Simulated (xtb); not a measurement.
Na₂, charge +1, doublet, at a GFN2-xTB geometry (such geometries of metal compounds can be far from the true shape) (a state made from the parent by changing its charge; the spin is typed, not shown lowest); GFN0-xTB (xtb).

Here is a job for xtb.
```
$ xtb mol.xyz --gfn 0 --chrg 1 --uhf 1 --etemp 1000 --json

# file mol.xyz
2

Na    -0.00000000    -0.00000000    -1.65064203
Na     0.00000000     0.00000000     1.65064203
```

Predict the main parts of the log of this xtb run.


```
   ID    Z sym.   atoms
    1   11 Na     1, 2

           -------------------------------------------------
          |                Calculation Setup                |
           -------------------------------------------------

           -------------------------------------------------
          |                 G F N 0 - x T B                 |
           -------------------------------------------------

          ...................................................
          :                      SETUP                      :
          :.................................................:
          :  # basis functions                   8          :
          :  # atomic orbitals                   8          :
          :  # shells                            4          :
          :  # electrons                         1          :
          :  electronic temp.         1000.0000000     K    :
          :  accuracy                    1.0000000          :
          :  -> integral cutoff          0.2500000E+02      :
          :  -> integral neglect         0.1000000E-07      :
          ...................................................

         :::::::::::::::::::::::::::::::::::::::::::::::::::::
         ::                     SUMMARY                     ::
         :::::::::::::::::::::::::::::::::::::::::::::::::::::
         :: total energy               0.607257549212 Eh    ::
         :: gradient norm              0.001153246799 Eh/a0 ::
         :: HOMO-LUMO gap              6.221525254570 eV    ::
         ::.................................................::
         :: H0 energy                 -0.436102156014 Eh    ::
         :: repulsion energy           0.000055919529 Eh    ::
         :: electrostat energy         1.043349365635 Eh    ::
         :: -> Gsolv                   0.000000000000 Eh    ::
         ::    -> Gsasa                0.000000000000 Eh    ::
         ::    -> Gshift               0.000000000000 Eh    ::
         :: dispersion energy         -0.000045579938 Eh    ::
         :: short-range corr.          0.000000000000 Eh    ::
         :: add. restraining           0.000000000000 Eh    ::
         :: total charge               1.000000000000 e     ::
         :::::::::::::::::::::::::::::::::::::::::::::::::::::

           -------------------------------------------------
          |                Property Printout                |
           -------------------------------------------------

    * Orbital Energies and Occupations

         #    Occupation            Energy/Eh            Energy/eV
      -------------------------------------------------------------
         1        1.0000           -0.4361022             -11.8669 (HOMO)
         2                         -0.2074653              -5.6454 (LUMO)
         3                         -0.1582013              -4.3049
         4                         -0.1582013              -4.3049
         5                         -0.0063859              -0.1738
         6                          0.2072383               5.6392
         7                          0.2072383               5.6392
         8                          9.2302840             251.1688
      -------------------------------------------------------------
                  HL-Gap            0.2286368 Eh            6.2215 eV
             Fermi-level            0.0000000 Eh            0.0000 eV

     #   Z          covCN         q      C6AA      α(0)
     1  11 Na       0.873     0.500   103.096    31.778
     2  11 Na       0.873     0.500   103.096    31.778

 Mol. C6AA /au·bohr⁶  :        412.384572
 Mol. C8AA /au·bohr⁸  :      53659.677209
 Mol. α(0) /au        :         63.555041

Wiberg/Mayer (AO) data.
largest (>0.10) Wiberg bond orders for each atom

 ---------------------------------------------------------------------------
     #   Z sym  total        # sym  WBO       # sym  WBO       # sym  WBO
 ---------------------------------------------------------------------------
     1  11 Na   0.500 --     2 Na   0.500
     2  11 Na   0.500 --     1 Na   0.500
 ---------------------------------------------------------------------------

Topologies differ in total number of bonds
Writing topology from bond orders to xtbtopo.mol

 dipole moment from electron density (au)
     X       Y       Z
  -0.0000   0.0000  -0.0000  total (Debye):    0.000

           -------------------------------------------------
          | TOTAL ENERGY                0.607257549212 Eh   |
          | GRADIENT NORM               0.001153246799 Eh/α |
          | HOMO-LUMO GAP               6.221525254570 eV   |
           -------------------------------------------------

normal termination of xtb
```
